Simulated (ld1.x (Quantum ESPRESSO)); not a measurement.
LDA (PZ) ultrasoft dataset for nitrogen, scalar-relativistic all-electron reference.

ld1.x (Quantum ESPRESSO) 7.5 input, shortened:

```
&input
   title='N', zed=7., rel=1, dft='PZ', iswitch=3,
   config='[He] 2s2 2p3'
 /
 &inputp
   pseudotype=3, tm=.true., lloc=-2, rcloc=1.55,
   nlcc=.true., new_core_ps=.true., rcore=0.50,
   which_augfun='PSQ', rmatch_augfun=0.55
 /
4
2S  1  0   2.00   0.00  0.60  0.70  0.0
2S  1  0   0.00   1.35  0.60  0.70  0.0
2P  2  1   3.00   0.00  1.85  2.10  0.0
2P  2  1   0.00  -0.20  1.85  2.10  0.0
 &test
   configts(1)='2s2 2p3'
 /
```

All-electron outer shells of the reference configuration (LDA (PZ), scalar-relativistic, ld1.x):

| shell | level (eV) | outermost node (bohr) | outermost maximum (bohr) |
| --- | --- | --- | --- |
| 1s | -381.53 | – | 0.15 |
| 2s | -18.42 | 0.32 | 1.02 |
| 2p | -7.24 | – | 0.97 |

Results:

- Configuration tests: test run stopped at test 8 of 9 (negative rho)
- Lowest eigenvalue of the overlap operator: -1.46 (s channel); it is negative, so in a basis up to 400 Ry S is not positive definite and the file is unfit for use
- Density cutoff estimated by the generator: 757 Ry

The ghost test of this file was not conclusive. Its overlap operator is not positive definite in a basis up to 400 Ry (lowest eigenvalue s -1.46), so the file is unfit for use: the generalised eigenproblem breaks down once the basis is large enough, and its test numbers describe a broken file.

Generation and tests took about 1.5 s on one core of a shared server CPU.
